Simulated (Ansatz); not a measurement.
Steps of a relaxation of `[NH2][AlH][SiH]1[SiH2]S1` with RKS PBE-D4/def2-SVP.

```sh
$ ansatz run in.yaml --threads 4 --pin off --events-out ev --progress --plain --max-ram 10444MiB
```

```yaml
crystal:
  periodic: [false, false, false]
  atoms:
    - {symbol: N, position_ang: [-2.480000, 0.237600, 0.118700]}
    - {symbol: Al, position_ang: [-1.191300, -0.717000, 1.031200]}
    - {symbol: Si, position_ang: [1.038700, -0.067000, 0.833600]}
    - {symbol: Si, position_ang: [1.739100, 0.039200, -1.273800]}
    - {symbol: S, position_ang: [1.351600, 1.828000, -0.149900]}
    - {symbol: H, position_ang: [-2.450900, 1.285300, 0.438200]}
    - {symbol: H, position_ang: [-2.232200, 0.282100, -0.898200]}
    - {symbol: H, position_ang: [-1.553300, -1.976100, 1.891300]}
    - {symbol: H, position_ang: [2.183700, -0.506700, 1.742100]}
    - {symbol: H, position_ang: [3.090600, -0.231900, -1.506100]}
    - {symbol: H, position_ang: [0.569300, -0.230500, -2.206500]}
basis:
  gaussian: {orbitals: def2-SVP}
hamiltonian: {xc: pbe, dispersion: d4}
relax: {f_tol: 0.03, max_steps: 200}
```

Positions (Å) and forces (eV/Å) along the path, 12 of 17 steps:

```xyz
11
step=1 energy=-34746.2152 eV
N    -2.480    0.238    0.119    0.508    1.745    0.219
Al   -1.191   -0.717    1.031   -0.846    0.243   -0.113
Si    1.039   -0.067    0.834    0.793   -0.564    1.471
Si    1.739    0.039   -1.274   -2.451    0.352   -0.232
S     1.352    1.828   -0.150    0.154    0.793   -0.148
H    -2.451    1.285    0.438   -0.096   -1.978   -0.722
H    -2.232    0.282   -0.898   -0.291    0.100    0.518
H    -1.553   -1.976    1.891   -0.214   -0.361    0.182
H     2.184   -0.507    1.742   -0.175    0.185   -0.060
H     3.091   -0.232   -1.506    1.932   -0.482   -0.812
H     0.569   -0.231   -2.207    0.686   -0.033   -0.304
11
step=2 energy=-34746.6393 eV
N    -2.490    0.246    0.138    0.451    0.643    0.080
Al   -1.230   -0.710    1.080   -0.336    0.079   -0.067
Si    1.078   -0.076    0.919    0.179   -0.279    0.423
Si    1.708    0.037   -1.270   -0.805    0.058   -0.092
S     1.381    1.835   -0.114    0.063    0.266   -0.156
H    -2.464    1.260    0.413   -0.097   -0.680   -0.201
H    -2.274    0.276   -0.877   -0.188   -0.050    0.192
H    -1.640   -2.006    1.908   -0.091   -0.071    0.017
H     2.218   -0.466    1.836   -0.034    0.068   -0.028
H     3.095   -0.234   -1.651    0.574   -0.104   -0.280
H     0.683   -0.220   -2.362    0.284    0.072    0.112
11
step=3 energy=-34746.7098 eV
N    -2.485    0.276    0.183    0.455    0.189   -0.701
Al   -1.248   -0.718    1.102   -0.174    0.048   -0.009
Si    1.098   -0.092    0.960    0.001   -0.027    0.003
Si    1.712    0.036   -1.255    0.020    0.018   -0.113
S     1.404    1.837   -0.100   -0.014    0.017    0.029
H    -2.361    1.297    0.334   -0.037   -0.317   -0.136
H    -2.427    0.159   -0.863   -0.236    0.060    0.879
H    -1.721   -2.022    1.902    0.019    0.006   -0.068
H     2.247   -0.450    1.870    0.002    0.014    0.014
H     3.116   -0.206   -1.736   -0.022   -0.002    0.067
H     0.731   -0.174   -2.377   -0.014   -0.006    0.035
11
step=5 energy=-34746.8632 eV
N    -2.418    0.355    0.239    0.310    0.065   -1.168
Al   -1.239   -0.725    1.108   -0.131    0.060    0.012
Si    1.105   -0.090    0.979   -0.014    0.039   -0.048
Si    1.706    0.058   -1.243    0.085   -0.021    0.004
S     1.398    1.851   -0.073   -0.035   -0.006    0.048
H    -2.085    1.338    0.102   -0.229   -0.699   -0.096
H    -2.747    0.001   -0.709    0.114    0.532    1.267
H    -1.747   -2.075    1.803    0.017    0.009   -0.094
H     2.255   -0.435    1.891   -0.006    0.010    0.014
H     3.115   -0.185   -1.718   -0.073    0.021    0.062
H     0.723   -0.151   -2.359   -0.035   -0.011   -0.003
11
step=6 energy=-34747.0083 eV
N    -2.287    0.380    0.206   -0.008   -0.099   -0.777
Al   -1.212   -0.750    1.103    0.110    0.088    0.049
Si    1.131   -0.089    1.017   -0.227   -0.006   -0.013
Si    1.655    0.049   -1.220    0.085    0.025    0.003
S     1.311    1.849   -0.061    0.059   -0.014    0.035
H    -1.938    1.323   -0.032   -0.003   -0.277    0.013
H    -2.835    0.033   -0.611    0.066    0.282    0.720
H    -1.761   -2.118    1.711   -0.034   -0.030   -0.055
H     2.287   -0.389    1.937    0.011    0.024   -0.027
H     3.060   -0.176   -1.709   -0.051    0.059    0.022
H     0.655   -0.169   -2.320   -0.008   -0.053    0.029
11
step=11 energy=-34747.1831 eV rejected
N    -2.139    0.310    0.105   -0.072   -0.094   -0.003
Al   -1.249   -0.857    1.117   -0.072    0.060   -0.018
Si    1.098   -0.310    0.861   -0.040    0.503    0.347
Si    1.761    0.069   -1.257    0.049    0.598   -0.297
S     1.088    1.783   -0.065    0.053   -0.731    0.023
H    -1.656    1.097   -0.345    0.040   -0.025    0.028
H    -3.135    0.314   -0.126   -0.013    0.018    0.029
H    -1.968   -2.032    1.922   -0.007    0.009   -0.030
H     2.195   -0.382    1.892    0.000   -0.118   -0.014
H     3.202    0.173   -1.658    0.040   -0.108   -0.033
H     0.867   -0.223   -2.425    0.022   -0.111   -0.032
11
step=12 energy=-34747.2237 eV
N    -2.151    0.307    0.093    0.147    0.091   -0.061
Al   -1.231   -0.829    1.106   -0.004   -0.037    0.048
Si    1.108   -0.205    0.930   -0.014    0.053   -0.027
Si    1.737    0.100   -1.247   -0.011    0.030   -0.007
S     1.147    1.813   -0.044    0.030   -0.131   -0.012
H    -1.674    1.110   -0.339   -0.092   -0.082    0.052
H    -3.140    0.283   -0.157   -0.086    0.024   -0.017
H    -1.926   -2.070    1.828    0.002    0.005    0.007
H     2.225   -0.401    1.920    0.007    0.009    0.011
H     3.168    0.079   -1.698    0.018    0.024    0.013
H     0.803   -0.244   -2.371    0.004    0.014   -0.007
11
step=13 energy=-34747.2259 eV
N    -2.187    0.301    0.093    0.070    0.054   -0.020
Al   -1.230   -0.811    1.102   -0.032   -0.024    0.016
Si    1.109   -0.214    0.909    0.015    0.042   -0.002
Si    1.770    0.100   -1.256    0.030   -0.007   -0.037
S     1.201    1.804   -0.046   -0.042   -0.005    0.012
H    -1.761    1.120   -0.357   -0.009   -0.049    0.030
H    -3.187    0.257   -0.108   -0.076    0.009   -0.011
H    -1.907   -2.045    1.849   -0.019   -0.009    0.012
H     2.201   -0.425    1.923    0.037   -0.010    0.008
H     3.205    0.076   -1.689    0.041   -0.009    0.006
H     0.850   -0.221   -2.398   -0.014    0.007   -0.014
11
step=14 energy=-34747.2284 eV
N    -2.194    0.292    0.095   -0.078   -0.002    0.043
Al   -1.245   -0.824    1.112   -0.060    0.014   -0.041
Si    1.098   -0.235    0.881    0.027    0.035   -0.011
Si    1.800    0.103   -1.269   -0.048    0.020   -0.029
S     1.158    1.790   -0.066    0.014   -0.034    0.020
H    -1.756    1.106   -0.352   -0.001   -0.037    0.003
H    -3.206    0.286   -0.070    0.100    0.001    0.007
H    -1.937   -2.033    1.892    0.008    0.014   -0.008
H     2.198   -0.430    1.892    0.007    0.001    0.021
H     3.248    0.103   -1.664    0.001   -0.001    0.007
H     0.902   -0.214   -2.431    0.029   -0.012   -0.011
11
step=15 energy=-34747.2288 eV
N    -2.205    0.304    0.122   -0.105   -0.011   -0.039
Al   -1.249   -0.835    1.106   -0.039    0.042   -0.001
Si    1.097   -0.243    0.867   -0.016    0.015   -0.011
Si    1.804    0.105   -1.281    0.039    0.017    0.011
S     1.151    1.785   -0.072   -0.007   -0.033   -0.019
H    -1.759    1.089   -0.367   -0.027   -0.034    0.053
H    -3.219    0.303   -0.037    0.146    0.003    0.014
H    -1.943   -2.034    1.900    0.014    0.012   -0.013
H     2.188   -0.423    1.892    0.006   -0.014   -0.004
H     3.262    0.110   -1.643   -0.019   -0.001   -0.010
H     0.938   -0.218   -2.466    0.008    0.003    0.019
11
step=16 energy=-34747.2299 eV
N    -2.208    0.304    0.121    0.002    0.005   -0.011
Al   -1.250   -0.827    1.110   -0.023    0.017   -0.019
Si    1.097   -0.239    0.870   -0.009    0.010   -0.004
Si    1.806    0.103   -1.278    0.003    0.007   -0.003
S     1.153    1.786   -0.075    0.004   -0.019   -0.009
H    -1.765    1.104   -0.346   -0.022   -0.040    0.026
H    -3.216    0.290   -0.056    0.034    0.011    0.009
H    -1.939   -2.036    1.893    0.008    0.006   -0.004
H     2.190   -0.426    1.891    0.004   -0.001    0.003
H     3.261    0.108   -1.651   -0.005    0.001    0.004
H     0.936   -0.224   -2.458    0.004    0.003    0.009
11
step=17 energy=-34747.2302 eV
N    -2.214    0.305    0.126    0.004    0.003    0.003
Al   -1.252   -0.829    1.106   -0.006   -0.004   -0.007
Si    1.094   -0.237    0.866   -0.002    0.004   -0.004
Si    1.812    0.099   -1.280    0.003    0.004    0.005
S     1.148    1.784   -0.087    0.001    0.000    0.000
H    -1.769    1.105   -0.337    0.000    0.001    0.003
H    -3.223    0.304   -0.039   -0.001   -0.003    0.001
H    -1.934   -2.046    1.881    0.001    0.001    0.004
H     2.185   -0.417    1.891   -0.001   -0.001    0.001
H     3.269    0.107   -1.643    0.000   -0.001   -0.002
H     0.948   -0.233   -2.462    0.000   -0.004   -0.003
```

Run time 28 s (4 threads of an Arm Neoverse V1 on a shared host); peak host memory 0.17 GiB.
